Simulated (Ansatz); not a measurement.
Born–Oppenheimer molecular dynamics of ClGe₃H₇ (11 atoms, charge 0, multiplicity 1). It starts at the highest image of a converged band, a first-order saddle point between two minima.

These are results of Ansatz 0.2.0, RKS PBE/def2-SVP, not measurements.

| Quantity | Value |
| --- | --- |
| ensemble | NVE (velocity Verlet) |
| time step | 0.5 fs |
| steps asked | 200 |
| starting velocities drawn for | 300 K |
| seed | 4009 |

First frame:

```xyz
11
Properties=species:S:1:pos:R:3
Ge -0.641 -0.356 0.544
H 0.462 -0.590 1.653
Ge 2.006 0.270 0.229
H 2.843 -0.935 0.738
H 2.265 0.451 -1.293
H 2.444 1.551 1.003
Ge -0.727 1.865 -0.544
H -2.197 1.999 -1.025
H -0.456 2.911 0.569
H 0.223 2.074 -1.752
Cl -0.306 -1.950 -0.980
```

**Question.** How far do the bonds stretch over the last three quarters of this one trajectory? (Pairs bonded in most of those frames.)

**Answer.** 
```
    bond  mean (Å)  spread (Å)  shortest  longest
  Ge1–H2     1.782       0.135      1.59     2.05
 Ge1–Ge3     2.930       0.160      2.75     3.26
 Ge1–Ge7     2.576       0.026      2.53     2.61
Ge1–Cl11     2.258       0.010      2.24     2.28
  H2–Ge3     1.740       0.177      1.55     2.16
  Ge3–H4     1.554       0.008      1.54     1.57
  Ge3–H5     1.548       0.062      1.46     1.65
  Ge3–H6     1.551       0.025      1.51     1.59
  Ge7–H8     1.564       0.064      1.46     1.66
  Ge7–H9     1.563       0.022      1.52     1.60
 Ge7–H10     1.559       0.028      1.51     1.60
```

Pairs bonded in part of these frames only: Ge1–H2 74 %, Ge1–Ge3 66 %, H2–Ge3 80 %.

Mean temperature of the second half: 348 K. The conserved energy stayed within 0.17 meV per atom of its start (net change 0.073 meV per atom), so the integration is sound. A run of 0.1 ps of so small a system gives no equilibrium averages. The orbitals stay closed-shell, which can raise the energy where a bond breaks towards radicals; this wasn't checked here.

Run time: 5.8 min on 4 threads of Arm Neoverse V2, with other jobs on the host, peak memory 0.25 GiB.
